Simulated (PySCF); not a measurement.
## Se+ (selenium, charge +1): BP86 calculation

Configuration: [Ar] 3d10 4s2 4p3, high-spin 4S determinant. Calculation: PySCF 2.14, in x2c-TZVPall (6s5p4d1f, 48 functions); the spin-free X2C one-electron Hamiltonian (Gaussian nucleus).

* Total energy: -2429.768 hartree
* One-electron energy: -3365.403 hartree
* Hartree (Coulomb) energy: 1024.239 hartree
* Exchange-correlation energy: -88.604 hartree
* ⟨S²⟩: 3.7503
* ⟨L²⟩: 0.000
* Sum of ⟨r⟩: 22.28 bohr
* Sum of ⟨r²⟩: 30.73 bohr²
* Langevin diamagnetic susceptibility: -24.3 ×10⁻⁶ cm³/mol
* Time after the integrals: 0.49 s of wall time on 1 thread of Neoverse-V1 (shared host)

| shell | electrons | mean orbital energy (eV) | rms radius, mean of both spins (bohr) |
| --- | --- | --- | --- |
| 1s α | 1 | -12507.1 | 0.0508 |
| 1s β | 1 | -12507.0 | 0.0508 |
| 2s α | 1 | -1618.1 | 0.212 |
| 2s β | 1 | -1618.1 | 0.212 |
| 2p α | 3 | -1425.0 | 0.189 |
| 2p β | 3 | -1424.8 | 0.189 |
| 3s α | 1 | -223.95 | 0.615 |
| 3s β | 1 | -223.74 | 0.615 |
| 3p α | 3 | -163.54 | 0.638 |
| 3p β | 3 | -163.29 | 0.638 |
| 3d α | 5 | -63.834 | 0.704 |
| 3d β | 5 | -63.488 | 0.704 |
| 4s α | 1 | -27.914 | 1.87 |
| 4s β | 1 | -25.292 | 1.87 |
| 4p α | 3 | -16.460 | 2.26 |

Densities and radii are taken from the X2C orbitals without a picture-change correction, which distorts them close to the nucleus.
